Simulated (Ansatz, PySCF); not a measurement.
Reaction (SMILES): CC(N)=O -> C[C]=O + [NH2] (NH2) (the C-N bond at the site shown breaks; other sites are not compared here)
Each molecule is optimised on its own at B3LYP-D3(BJ)/def2-TZVP (Ansatz, a first-principles code), one conformer each, not searched for the lowest.

Wanted: bond dissociation energy (enthalpy at 298 K, with B3LYP-D3(BJ) rigid-rotor harmonic-oscillator terms from PySCF), in kcal/mol. Cores are frozen in the correlated levels unless marked. UHF or UKS for open shells. Spin-orbit coupling is left out. Non-relativistic. CBS marks a two-point X^-3 extrapolation of the correlation energy; Hartree-Fock from the larger set. The bracket is a focal-point correction in the basis named.

| level | program | bond dissociation energy (kcal/mol) | minus last row |
|---|---|---|---|
| HF/cc-pVTZ | Ansatz | 68.3 | -30.1 |
| BLYP-D3(BJ)/def2-TZVPD | Ansatz + dftd3 | 92.2 | -6.2 |
| PBE0-D3(BJ)/def2-TZVPD | Ansatz + dftd3 | 98.4 | 0.0 |
| HSE06/def2-TZVPD | Ansatz | 97.4 | -1.0 |
| B2GP-PLYP-D4/def2-TZVPD | Ansatz + dftd4 | 96.5 | -1.9 |
| SCS-MP2/aug-cc-pVDZ | Ansatz | 95.4 | -3.0 |
| RI-MP2/CBS(cc-pVTZ,cc-pVQZ)+[CCSD(T)-MP2]/cc-pVTZ | Ansatz | 98.4 | 0.0 |
